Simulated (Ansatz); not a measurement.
Cost and result up the ladder for Pd4S3 (7 atoms). Total charge 0; singlet. Geometry: r2SCAN-D4/def2-SVP.

```csv
atom,x (Å),y (Å),z (Å)
Pd1,0.483,1.270,0.521
Pd2,-0.699,-0.560,-1.288
Pd3,-1.759,-0.031,1.243
Pd4,1.936,0.028,-1.386
S5,-1.594,1.498,-0.494
S6,-0.247,-1.614,0.670
S7,1.880,-0.591,0.734
```

Ansatz on 4 threads of Intel Xeon 6975P-C on a shared host. Times are rough, and most runs start from the orbitals of an earlier one. No level here is sound enough to serve as a yardstick. Binding counts from free atoms at the same level (Pd singlet, S triplet; other spins of the atoms weren't run), without zero-point energy or a counterpoise term.

In the def2 sets Pd takes a core potential; there is no spin–orbit coupling. HSE06 is defined as in plane-wave codes, on full-range PBE exchange. Correlated methods freeze 15 core orbitals; core or outer-core shells of Pd are correlated, in sets that lack core-valence functions. No other spin state of charge 0 was run. Another isomer (singlet) lies 1.10 eV lower at PBE0-D4/def2-TZVP; other spin states weren't run for this one.

Run but left out: MP2/def2-TZVP (restricted singlet, unstable towards broken spin symmetry).

Correlated methods converge slowly with the basis.

| level | functions | binding energy per atom (eV) | remarks |
| --- | --- | --- | --- |
| PBE0-D4/def2-TZVP | 271 | 2.47 | restricted SCF unstable in HF |
| RPA@PBE/def2-TZVP | 271 | 2.38 | restricted SCF unstable in HF |
| PBE-D4/def2-TZVP (with forces) | 271 | 2.94 | restricted SCF unstable in HF |
| PBE-D4/def2-SVP | 178 | 2.87 | restricted SCF unstable in HF |
| r2SCAN-D4/def2-TZVP | 271 | 2.92 | restricted SCF unstable in HF |
| PBE0-D4/def2-SVP | 178 | 2.39 | restricted SCF unstable in HF |
| HSE06-D4/def2-TZVP | 271 | 2.48 | restricted SCF unstable in HF |
| LDA (SPW92)/def2-TZVP | 271 | 3.58 | restricted SCF unstable in HF |
| r2SCAN0-D4/def2-TZVP | 271 | 2.44 | restricted SCF unstable in HF |

(1) Estimate how long each takes.

Answers

(1) LDA (SPW92)/def2-TZVP 2 s; PBE-D4/def2-SVP 2.1 s; PBE-D4/def2-TZVP (with forces) 3.9 s; PBE0-D4/def2-SVP 4.1 s; r2SCAN-D4/def2-TZVP 8 s; HSE06-D4/def2-TZVP 8 s; PBE0-D4/def2-TZVP 10 s; RPA@PBE/def2-TZVP 11 s; r2SCAN0-D4/def2-TZVP 12 s. On shared hardware such times vary by a factor of up to 3.
